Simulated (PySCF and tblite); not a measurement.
Values are calculated unless marked as measured or tabulated.
C9H6OS2, numbered as in [CH:1]#[C:2][c:3]1[cH:4][s:5][c:6]2[c:7]([O:8][CH3:9])[cH:10][s:11][c:12]12.

Search: ETKDG and KDG, MMFF94s, GFN2-xTB, 60 starts; geometries at GFN2-xTB. Energies: B3LYP-D3(BJ)/def2-SVP (IEF-PCM, tetrahydrofuran), with GFN2-xTB thermal terms (modes under about 100 cm⁻¹ blended into free rotors). Symmetry numbers and mirror images are counted. Conformers within 2.5 kcal/mol (GFN2-xTB free energy) were kept, 2 at most. (PySCF 2.14, tblite 0.8.)

Rotational constants are equilibrium values for the commonest isotopes; dipoles come from the energy level named and are polarised by its solvent model.

Torsions listed: C6–C7–O8–C9.

```
conformer  shape  symmetry  weight %
        1   180°        Cs      98.8
        2     0°        Cs       1.2
```

Sets of constants, in random order:

| set | A (MHz) | B (MHz) | C (MHz) | abs μa (D) | abs μb (D) | abs μc (D) |
| --- | --- | --- | --- | --- | --- | --- |
| P | 1337 | 560 | 396 | 1.97 | 0.57 | 0.00 |
| Q | 1270 | 614 | 415 | 0.83 | 2.00 | 0.00 |

Problem. Match each set to its conformer.

Solution. P is conformer 1, Q is conformer 2.
